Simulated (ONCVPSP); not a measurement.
## Te: ONCV pseudisation with PBE, fully relativistic reference atom.

tellurium (Te), optimised norm-conserving Vanderbilt (ONCV), made with ONCVPSP 4.0.1 (PBE, fully relativistic). Core [Kr] 4d10, reference 5s2 5p4. Waves: 5s: rc 1.35 bohr, ncon 4, nbas 9, qcut 5.1 1/bohr, local; 5p: rc 1.80 bohr, ncon 3, nbas 6, qcut 5 1/bohr, 2 projectors, debl 2.6 Ha. Local part: the s channel. Core correction: Teter function, fcfact 3, rcfact 1.5.

Open shells are filled in proportion to 2j + 1.

(1) Does the generator finish with these settings?

## Answers

(1) No. ONCVPSP 4.0.1 stopped with "optimize: ERROR ps0norm > uunorm, code will stop": the continuity conditions at rc already need more norm inside rc than the all-electron wave has, so norm conservation cannot be met. It happened in the s channel.
